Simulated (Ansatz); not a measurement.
GeH$_{4}$O$_{3}$ (`[OH][GeH]([OH])[OH]`), relaxed with RKS PBE-D4/def2-SVP in Ansatz 0.2.0 from a rough embedded geometry. The force threshold is 0.03 eV/Å; the program also tests the step.

Charge 0, multiplicity 1.

Start:

```xyz
8

O    -1.397    0.259   -1.230
Ge   -0.158   -0.132   -0.075
O    -0.735    0.366    1.514
O     1.298    0.758   -0.404
H    -1.050   -0.084   -2.144
H     0.114   -1.666   -0.083
H    -0.037    0.057    2.192
H     1.965    0.443    0.231
```

Question: How much energy does the relaxation release, and in how many steps? (An estimate is asked.)

Answer: The calculation gave: 0.49 eV, in 22 steps, 4 of them rejected.

Question: Which bonds change most? (Estimate.)

Answer: Ansatz gave: O1–H5 from 1.036 to 0.976 Å; O1–Ge2 from 1.738 to 1.789 Å; Ge2–O4 from 1.738 to 1.784 Å; O3–H7 from 1.021 to 0.975 Å.

Question: Give the relaxed structure. (Best estimate.)

Answer: Computed: 
```xyz
8

O    -1.282   -0.200   -1.160
Ge    0.088   -0.467   -0.042
O    -0.147    0.412    1.507
O     1.582    0.276   -0.672
H    -1.250    0.707   -1.522
H     0.204   -1.998    0.092
H    -1.041    0.271    1.869
H     1.846    1.000   -0.071
```
